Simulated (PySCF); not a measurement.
An excited-state job on `C#CCP/C=C\PC`.

Computed with TDDFT wB97X-D/def2-SVPD, vertical, gas phase, core orbitals frozen in the response (PySCF 2.14.0, density-fitted response routines). Geometry: GFN2-xTB. The input is one job of a driver script: a line of settings, then coordinates in Å.

Input:
```
{"job": {"kind": "uv", "xc": "wB97X-D", "basis": "def2-SVPD", "nstates": 8, "ntriplets": 3}, "charge": 0, "multiplicity": 1}
C     -3.722926     0.755675     1.383948
C     -3.296753     0.397967     0.323556
C     -2.738000    -0.032147    -0.934860
P     -1.020823     0.686855    -1.162971
C     -0.179022    -0.268325     0.122396
C      1.112121    -0.578081     0.027578
P      2.058608    -0.251870    -1.482229
C      3.739149    -0.095973    -0.723507
H     -4.120956     1.060427     2.305188
H     -2.685611    -1.125093    -0.970099
H     -3.360557     0.327090    -1.760069
H     -0.670013    -0.165491    -2.223164
H     -0.754338    -0.467379     1.020255
H      1.619725    -1.137216     0.805894
H      1.776729     1.121112    -1.521371
H      3.717123     0.549590     0.152808
H      4.422364     0.315499    -1.464462
H      4.094421    -1.086321    -0.440068
```

Question: Estimate the output.

Answer: 
```
coarse grid: 15968 points
cycle   1  E = -916.6332198281  dE =  1.028e+00  |g| = 3.362e-01  |ddm| = 9.112e+00
cycle   2  E = -916.6586892057  dE = -2.547e-02  |g| = 2.125e-01  |ddm| = 1.610e+00
cycle   3  E = -916.6695891702  dE = -1.090e-02  |g| = 7.021e-02  |ddm| = 6.952e-01
cycle   4  E = -916.6707239091  dE = -1.135e-03  |g| = 3.498e-02  |ddm| = 1.837e-01
cycle   5  E = -916.6710417096  dE = -3.178e-04  |g| = 7.021e-03  |ddm| = 1.016e-01
cycle   6  E = -916.6710586451  dE = -1.694e-05  |g| = 1.858e-03  |ddm| = 2.606e-02
cycle   7  E = -916.6710605119  dE = -1.867e-06  |g| = 6.598e-04  |ddm| = 8.728e-03
final grid: 144824 points
cycle   8  E = -916.7900671534  dE = -1.126e-04  |g| = 3.527e-03  |ddm| = 2.351e-01
cycle   9  E = -916.7900703342  dE = -3.181e-06  |g| = 2.043e-03  |ddm| = 2.167e-02
cycle  10  E = -916.7900713836  dE = -1.049e-06  |g| = 6.599e-04  |ddm| = 5.450e-03
cycle  11  E = -916.7900715011  dE = -1.175e-07  |g| = 3.513e-04  |ddm| = 2.962e-03
cycle  12  E = -916.7900715332  dE = -3.215e-08  |g| = 8.434e-05  |ddm| = 8.961e-04
cycle  13  E = -916.7900715355  dE = -2.306e-09  |g| = 2.890e-05  |ddm| = 3.733e-04
cycle  14  E = -916.7900715359  dE = -3.906e-10  |g| = 6.355e-06  |ddm| = 2.210e-04
converged SCF energy = -916.7900715359

Static polarisability (au): isotropic 124.937, principal 90.200 110.269 174.341

Singlet excitations
state   eV       nm        f      main configurations
  1   5.3077    233.6   0.31256   H->L 0.94
  2   5.8966    210.3   0.04321   H->L+1 0.76
  3   6.2057    199.8   0.05257   H-1->L 0.91
  4   6.2418    198.6   0.00806   H->L+2 0.70, H->L+3 0.09
  5   6.4121    193.4   0.03819   H->L+3 0.65
  6   6.5878    188.2   0.00240   H-3->L+4 0.18, H-2->L+5 0.09, H-3->L 0.08
  7   6.7367    184.0   0.00401   H-1->L+1 0.36, H-1->L+3 0.10
  8   6.7675    183.2   0.06489   H-2->L 0.20, H->L+4 0.13

Triplet excitations (Tamm-Dancoff, eV): 3.7907 5.1892 5.3237
```

The SCF starts on a coarse grid where the log names one; the energy can jump when the final grid takes over, and dE then counts from the start density on the new grid. H and L stand for HOMO and LUMO; the number after each pair is its weight.

Question: How does the lowest singlet excitation compare with the HOMO–LUMO gap?

Answer: HOMO -8.18 eV and LUMO 1.19 eV give a gap of 9.37 eV; S1 at 5.31 eV lies 4.06 eV below it.

Question: Which computed singlet has the largest oscillator strength, and what do all of them sum to?

Answer: State 1 at 5.31 eV (234 nm), f = 0.313; the 8 states sum to 0.526.

In short: HOMO -8.18 eV, LUMO 1.19 eV; lowest singlet 5.31 eV; lowest triplet 3.79 eV (Tamm–Dancoff); mean polarisability 124.9 au.

Cost: about 2.8 min of CPU time on one thread; the machine was shared, so the figure is rough.

One conformer stands for the species.
Labels such as C1 count atoms from 1, the log's own numbers from 0.

wB97X-D is run here without its empirical dispersion term; that term would change no orbital, density or response property at a fixed geometry.
